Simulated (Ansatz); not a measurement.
`C#CO[CH2][AlH][CH3]` → Al• + 4 C• + 7 H• + O•  (atomization)

Isolated molecules relaxed with PBE0-D4/def2-TZVP in Ansatz; ΔE leaves out vibrations. CCSD(T)/CBS adds triple-zeta CCSD(T) − MP2 to the extrapolated MP2 energy (def2 sets, frozen cores). This one scheme is used for every species, atoms too. Functionals use def2-TZVPP. Open shells (•) are unrestricted, without spin–orbit coupling. Spin–orbit coupling would lower the free atoms: a little for Al, C, O. Each species was taken in one conformer, which may not be the lowest.

```json
{"species": "`C#CO[CH2][AlH][CH3]`", "PBE energy (Eh)": "-473.86044"}
{"species": "Al•", "PBE energy (Eh)": "-242.22763"}
{"species": "C•", "PBE energy (Eh)": "-37.79597"}
{"species": "H•", "PBE energy (Eh)": "-0.49962"}
{"species": "O•", "PBE energy (Eh)": "-75.00967"}
```

Q: Work out ΔE.

A: ΔE = 7 × (-0.49962) + 4 × (-37.79597) + (-242.22763) + (-75.00967) − (-473.86044) = 1.94192 Eh = +5098.5 kJ/mol. CCSD(T)/CBS gives +4987.7 kJ/mol.

Largest T1 diagnostic among the species: 0.018.

The D4 term adds +43.8 kJ/mol with B3LYP and +23.3 kJ/mol with PBE0; it sums over pairs of atoms, weighted by their polarisabilities, and B3LYP, whose exchange is more repulsive, gets the larger term. From PBE to PBE0 (25 % exact exchange), in def2-TZVPP and without D4, ΔE moves by −102.4 kJ/mol: exact exchange takes away binding that semilocal exchange gives to molecules. In def2-TZVPP, CCSD(T) changes the Hartree–Fock value by +1274.1 kJ/mol (the triples alone add +88.7 kJ/mol) and MP2 by +1379.3 kJ/mol; breaking electron pairs costs correlation energy, which Hartree–Fock lacks.

B3LYP here is the variant with VWN-RPA as its local correlation; programs differ in this.

For atomizations the MP2-based limit and the directly extrapolated one differ by several kJ/mol either way, and by 10 to 25 for some Ge, Se and Sn compounds, so smaller differences from it don't rank the levels.
